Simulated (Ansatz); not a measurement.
Correlation energies of `[NH2][Zr]([NH2])([NH2])[OH]` by basis set

```xyz
12

N     1.9598    0.0384   -0.0561
Zr   -0.0752   -0.0495   -0.2517
N    -0.8081    1.7307    0.4417
N    -0.7300   -1.4971    1.0375
O    -0.6175   -0.4022   -2.0753
H     2.6293   -0.5413   -0.5438
H     2.4618    0.7577    0.4452
H    -1.2584    1.8613    1.3365
H    -0.9014    2.5834   -0.0934
H    -1.6170   -1.9796    0.9879
H    -0.1622   -1.9395    1.7465
H    -0.8810   -0.5623   -2.9749
```

The species carries charge 0 and has multiplicity 1. Correlated methods include outer-core shells of Zr, which these sets cover unevenly. Zr takes the def2 core potential. All single points use the PBE0-D4/def2-TZVP geometry. It is one conformer, not always the lowest. Frozen core, restricted reference, Ansatz 0.2.0.

```json
{"basis": "def2-SVP", "HF (Eh)": "-288.80476", "MP2 corr.": "-0.96306"}
{"basis": "def2-TZVPP", "HF (Eh)": "-289.11750", "MP2 corr.": "-1.25340"}
{"basis": "def2-QZVPP", "HF (Eh)": "-289.13400", "MP2 corr.": "-1.37181"}
```

Task: Estimate the CCSD correlation energy and the (T) correction in each basis where they were run (hartree).

Result: 
| basis | CCSD corr. | (T) |
| --- | --- | --- |
| def2-SVP | -0.99402 | -0.03065 |
| def2-TZVPP | -1.27001 | -0.05300 |
